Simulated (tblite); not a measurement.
Compound: C5H3N2S (doublet state).
Cartesian coordinates in Å at the GFN2-xTB level; atoms count from 1:
```
atom  x, y, z in Å
C1    -1.1208   -0.9002    1.3342
N2    -1.3187    0.3149    0.8653
C3    -0.5836    0.9945   -0.0577
S4    -1.0642    2.5499   -0.4777
C5     0.5366    0.4106   -0.6332
C6     1.5353    0.0091   -1.2033
C7     2.6380   -0.5014   -1.8025
N8     3.5725   -0.9520   -2.3021
H9    -1.7928   -1.3042    2.0649
H10   -0.2853   -1.4738    0.9774
H11   -2.1116    0.8553    1.2087
```

Computed with GFN2-xTB (tblite): harmonic, unscaled wavenumbers at the GFN2-xTB geometry, gas phase. Errors from tens to a few hundred cm⁻¹ against measured bands are possible. One conformer, not necessarily the lowest. Open shells enter through the occupations alone, without spin polarisation, and single modes of such species can be off by tens of per cent.

Harmonic wavenumbers (cm⁻¹): 63.2, 100.8, 168.8, 173.3, 205.5, 232.7, 396.5, 431.8, 473.9, 482.0, 512.8, 539.6, 574.0, 660.1, 855.3, 916.8, 1061.8, 1127.7, 1281.9, 1348.6, 1379.7, 1511.9, 2229.8, 2319.8, 3132.7, 3187.9, 3310.1.

A = 2900, B = 894.1, C = 683.4 MHz; mass 123.002 u (most abundant isotopes); point group Cs, symmetry number 1; spin multiplicity 2.

Task: Zero-point energy?

Result: ½Σν̃ = 14340 cm⁻¹ = 171.54 kJ/mol.

Task: Entropy at 298.15 K, 1 bar (ideal gas, RRHO, classical rotation)?

Result: Translation 168.87, rotation 123.78, vibration 93.72, spin (R ln 2) 5.76: S = 392.1 J/(mol K).

Task: And Cp and H(298.15 K) − H(0)?

Result: Cp = 130.51 J/(mol K), of which vibrations give 97.26 (their classical limit is 27 R = 224.5); H(298.15 K) − H(0) = 25.17 kJ/mol without the zero-point energy, 15.25 from vibrations.

Task: What must be added to the electronic energy to get the Gibbs energy at 298.15 K and 1 bar?

Result: ZPE + [H(298.15 K) − H(0)] − T·S = 171.54 + 25.17 − 116.91 = 79.80 kJ/mol.

Task: Blend soft modes into free rotors: weight 1/[1 + (100 cm⁻¹/ν̃)⁴] for the oscillator and the rest for a rotor with moment μB/(μ + B), μ = h/(8π²ν), B = 10⁻⁴⁴ kg m². What vibrational entropy results?

Result: 88.71 J/(mol K) in place of 93.72, which changes −T·S at 298.15 K by +1.49 kJ/mol.

Hindered rotation and anharmonicity are outside this model. Other conformers, if any are populated, would add a mixing term that is left out.

Time: 0.35 s wall. Hardware: one thread, AMD EPYC 7B13 (x86_64), shared host. The figure is for the frequency step alone.
